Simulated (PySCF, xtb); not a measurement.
B(F)(OH)(NH2) (BFH3NO), SMILES OB(N)F.

GFN2-xTB run with xtb 6.7.1 at its own geometry gives an orbital gap of 7.58 eV and a dipole moment of 1.15 D.

Geometry: PBE0-D3(BJ)/def2-SVP. Other conformers were not sampled.

Problem. What does HF/def2-TZVPD (PySCF) give? (The exact figures need the calculation; the answer reports its results.)

Solution. gap 12.92 eV (levels -11.69 and 1.23 eV), dipole 0.74 D.
